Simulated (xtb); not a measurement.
GeH₄, SMILES [GeH4]. All values are semi-empirical tight-binding results from xtb (GFN2-xTB unless named), good for trends rather than for accurate numbers. The structure is a stationary point at GFN2-xTB. The isomer is the one that the SMILES or the coordinates give; other isomers of the formula were not compared.

Optimised geometry:

Bonds (Å): Ge1–H2 1.483, Ge1–H3 1.483, Ge1–H4 1.483, Ge1–H5 1.483. Angles (°): H2–Ge1–H3 109.5, H2–Ge1–H4 109.5, H2–Ge1–H5 109.5, H3–Ge1–H4 109.5, H3–Ge1–H5 109.5, H4–Ge1–H5 109.5.
Charge 0, spin multiplicity 1.

For metal compounds this method's bond lengths and energies can be far off.

```yaml
point_group_as_xtb_finds_it: Td
orbital_gap: 8.62 eV
zero_point_energy: 18.1 kcal/mol
G − E(el) at 298.15 K (modified RRHO): 5.3 kcal/mol
```

Task: Give the atomic charges. (The exact figures need the calculation; the answer reports its results.)

Result: charges (e) Ge1 0.06, H2 -0.01, H3 -0.01, H4 -0.01, H5 -0.01.
